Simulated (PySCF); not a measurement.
Simulated C 1s region for `B1[C@H]2CCC[C@@H]1CCC2`, binding energy against the vacuum level.

Every computed line was given a Gaussian of 0.7 eV full width at half maximum and an area set by the number of equivalent atoms; the highest printed point is 100. Computed, not measured: delta-SCF UKS SCAN, pcX-2 on the ionised atom, pcseg-1 elsewhere, spin-free X2C (PySCF).

binding energy (eV), intensity and a bar:
```
    288.6          0 
    288.7          0 
    288.8          1 
    288.9          2 #
    289.0          4 #
    289.1          7 ##
    289.2         13 ####
    289.3         20 ######
    289.4         28 ########
    289.5         38 ###########
    289.6         48 ###############
    289.7         60 ##################
    289.8         73 ######################
    289.9         85 ##########################
    290.0         96 #############################
    290.1        100 ##############################
    290.2         96 #############################
    290.3         84 #########################
    290.4         66 ####################
    290.5         47 ##############
    290.6         30 #########
    290.7         17 #####
    290.8          8 ###
    290.9          4 #
    291.0          2 
    291.1          1 
    291.2          0
```

Task: How many maxima does the curve show, and how many computed lines lie under it?

Result: The curve has 1 maximum (at 290.1 eV). Under it lie 3 lines from 3 inequivalent carbon sites. At this width some lines have no maximum of their own.

Task: Decompose the envelope and assign each component. Numbering: `[BH:1]1[C@H:2]2[CH2:3][CH2:4][CH2:5][C@@H:6]1[CH2:7][CH2:8][CH2:9]2`.

Result: 
```tsv
position (eV)	relative area	line	atoms	environment
289.61	2	C 1s	C2/C6	sp3 carbon bound to boron
290.13	4	C 1s	C3/C5/C7/C9	ring CH2 carbon
290.18	2	C 1s	C4/C8	ring CH2 carbon
```

Task: What are the centre and the root-mean-square width of the whole band?

Result: The area-weighted mean of the lines is 290.01 eV. Their own spread about it is 0.23 eV (rms) and each Gaussian has σ = 0.7/2.355 = 0.30 eV; the variances add, which gives 0.38 eV.

Lowest listed C 1s: C2/C6, bonded to 2 C, H and B. Highest, 0.57 eV above it: C4/C8, bonded to 2 C and 2 H. Summing the Pauling electronegativity differences to the bonded atoms, each weighted by its formal bond order, gives -0.86 for the lowest site and -0.70 for the highest; no listed site has a larger sum than the highest.

No satellites, vibrations or lifetime broadening are included. Topologically equivalent atoms share the value of their first member; where this conformer doesn't relate them by symmetry, their own values could differ. Geometry: PBE0-D3(BJ)/def2-SVP; no solvent, vibrations or thermal averaging.

Hardware: one thread, x86-64 server, on a shared host. Cost: 1.7 min of wall time.
